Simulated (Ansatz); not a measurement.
Basis-set extrapolation for C2H7ClOSi, SMILES `CCO[SiH2]Cl` (PBE0-D4/def2-TZVP geometry, frozen core, the Gaussian-basis code of Ansatz). Multiplicity 1, RHF reference.

```csv
,def2-TZVPP,def2-QZVPP
HF,-903.293402,-903.323173
MP2 correlation,-0.896068,-0.966866
CCSD(T) correlation,-0.987328,not run
```

Energies in hartree. Use E(X) = E(∞) + A·exp(−7.88·√X) for Hartree–Fock and E(X) = E(∞) + B·X^(−2.97) for correlation, with X = 3 and 4, and add CCSD(T) minus MP2 of the smaller set to the MP2 limit.

Question: What is the CCSD(T) energy at the basis-set limit?

Answer: HF limit: -903.323173 + (-0.029771) × 0.13774 = -903.32727. MP2 limit: -0.966866 + (-0.070798) × 0.74074 = -1.01931. Higher-order term: -0.987328 − (-0.896068) = -0.09126. Total: -904.43784 hartree, 4.28 eV below CCSD(T)/def2-TZVPP.
